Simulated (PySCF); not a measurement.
C₆H₁₅OP.
SMILES with atom numbers: `[CH3:1][O:2][CH2:3][P:4]([CH3:5])[CH:6]([CH3:7])[CH3:8]` (hydrogens: H9, H10, H11 on C1; H12, H13 on C3; H14, H15, H16 on C5; H17 on C6; H18, H19, H20 on C7; H21, H22, H23 on C8)

All values: PBE0/pcSseg-1 (PySCF, non-relativistic), on one gas-phase PBE0-D3(BJ)/def2-SVP geometry that isn't relaxed in the solvent. The solvent is an IEF-PCM continuum (cavity from Bondi-type radii × 1.2). The model holds no explicit solvent molecules, cavitation or dispersion.

Gas phase at PBE0/pcSseg-1: HOMO -6.45 eV, LUMO 1.24 eV, dipole 1.54 D.

Question: What does the continuum do to the energy, the frontier levels and the dipole at PBE0/pcSseg-1 in acetonitrile and water?

Answer: 
```json
{"solvent": "acetonitrile", "ε": "35.69", "E(solvent) − E(gas) (kJ/mol)": "-16.15", "polarisation term (kJ/mol)": "-18.32", "distortion of the solute (kJ/mol)": "2.17", "HOMO (eV)": "-6.65", "LUMO (eV)": "1.28", "dipole (D)": "1.94"}
{"solvent": "water", "ε": "78.36", "E(solvent) − E(gas) (kJ/mol)": "-16.61", "polarisation term (kJ/mol)": "-18.91", "distortion of the solute (kJ/mol)": "2.30", "HOMO (eV)": "-6.66", "LUMO (eV)": "1.28", "dipole (D)": "1.95"}
```

The first energy column is the sum of the next two and covers electrostatics alone. From acetonitrile to water the lowering changes by a factor 1.03, Onsager's factor (ε − 1)/(2ε + 1) by 1.02 and ε itself by 2.2.

Question: Which radius a makes the point-dipole formula ΔE = −[(ε − 1)/(2ε + 1)]·μ²/a³ give the value in water, with the gas-phase dipole?

Answer: μ = 0.606 au and |ΔE| = 0.00633 Eh give a = 1.62 Å; the farthest nucleus lies 3.77 Å from the centroid of the nuclei, so such a sphere wouldn't even hold the nuclei. The formula assumes a rigid point dipole at the centre of a sphere.

Question: Which Hirshfeld charges (PBE0/pcSseg-1) respond most in acetonitrile (means over atoms taken as equivalent)?

Answer: 
| atoms | environment | gas (e) | solvent (e) | change |
| --- | --- | --- | --- | --- |
| P4 | phosphine phosphorus | +0.137 | +0.111 | -0.026 |
| O2 | ether oxygen | -0.124 | -0.135 | -0.011 |
| H12/H13 | methylene hydrogen | +0.030 | +0.037 | +0.007 |
| H9/H10/H11 | methyl hydrogen | +0.040 | +0.044 | +0.004 |
| H14/H15/H16 | methyl hydrogen | +0.039 | +0.041 | +0.002 |
| H17 | methine hydrogen | +0.028 | +0.026 | -0.002 |

Question: Which Mayer bond orders change most in acetonitrile?

Answer: 
```
  bond  length (Å)    gas  solvent  change
 C1–O2       1.394  0.938    0.927  -0.011
 P4–C5       1.850  0.985    0.991  +0.006
C5–H14       1.100  0.954    0.950  -0.004
C5–H15       1.101  0.958    0.954  -0.004
C5–H16       1.100  0.938    0.942  +0.004
C6–H17       1.103  0.915    0.919  +0.004
 O2–C3       1.397  0.898    0.896  -0.002
 C3–P4       1.857  0.959    0.961  +0.002
```

Question: How do the nuclear quadrupole coupling constants eQVzz/h respond in acetonitrile?

Answer: 
```json
{"nucleus": "17O at O2", "Q (barn)": "-0.0256", "gas (MHz)": "-12.15", "solvent (MHz)": "-12.06", "η gas": "0.99", "η solvent": "0.99"}
```

Conformer computed: `[CH3:1][O:2][CH2:3][P:4]([CH3:5])[CH:6]([CH3:7])[CH3:8]`: C1–O2–C3–P4 -178°, O2–C3–P4–C5 56°, C3–P4–C6–C7 173°.
